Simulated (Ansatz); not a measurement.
`[NH2][Al]([OH])[SiH3]` + `F[CH2][Zn][F]` → `[NH2][Al]([OH])[F]` + `[F][Zn][CH2][SiH3]`  (redistribution)

Isolated molecules relaxed with PBE0-D4/def2-TZVP in Ansatz; ΔE leaves out vibrations. CBS: MP2 limit from def2 TZ/QZ plus the TZ coupled-cluster correction, frozen cores. DFT in def2-TZVPP. For Zn outer-core shells are correlated without core-valence functions, which leaves a few kJ/mol of doubt a bond. Scalar relativity is left out up to krypton. Each species was taken in one conformer, which may not be the lowest.

`[NH2][Al]([OH])[SiH3]`:

Z-matrix (Å, degrees):
```
Si
Al 1 2.446
H 1 1.492 2 111.6
H 1 1.492 2 111.6 3 -119.3
H 1 1.491 2 112.0 3 120.3
O 2 1.699 1 123.0 3 60.0
N 2 1.762 1 120.8 3 -120.0
H 6 0.955 2 123.9 1 0.0
H 7 1.007 2 125.0 1 180.0
H 7 1.006 2 124.4 1 -0.0
```

`F[CH2][Zn][F]`:

```xyz
6

F     1.315   -1.136   -0.110
C    -0.006   -0.728    0.044
Zn   -0.121    1.210   -0.055
F    -0.223    2.955   -0.144
H    -0.601   -1.202   -0.742
H    -0.364   -1.098    1.008
```

`[NH2][Al]([OH])[F]`:

Z-matrix (Å, degrees):
```
N
Al 1 1.755
H 1 1.006 2 123.7
H 1 1.006 2 125.7 3 -180.0
O 2 1.685 1 124.9 3 180.0
F 2 1.644 1 118.1 3 -0.0
H 5 0.954 2 124.9 1 -0.1
```

`[F][Zn][CH2][SiH3]`:

Cartesian coordinates in Å:
```
F -2.728 2.337 -0.368
Zn -1.682 0.964 -0.066
C -0.546 -0.540 0.266
Si 1.251 -0.218 -0.119
H -0.658 -0.820 1.319
H -0.913 -1.377 -0.336
H 1.413 0.156 -1.551
H 2.101 -1.411 0.146
H 1.763 0.908 0.709
```

| species | PBE-D4 energy (Eh) |
| --- | --- |
| `[NH2][Al]([OH])[SiH3]` | -665.24292 |
| `F[CH2][Zn][F]` | -2018.00756 |
| `[NH2][Al]([OH])[F]` | -473.97042 |
| `[F][Zn][CH2][SiH3]` | -2209.38093 |

Question: Work out ΔE.

Answer: ΔE = (-473.97042) + (-2209.38093) − (-665.24292) − (-2018.00756) = -0.10087 Eh = -63.3 kcal/mol. CCSD(T)/CBS gives -73.2 kcal/mol.

Largest T1 diagnostic among the species: 0.016.

From PBE to PBE0 (25 % exact exchange), in def2-TZVPP and without D4, ΔE moves by −3.6 kcal/mol.
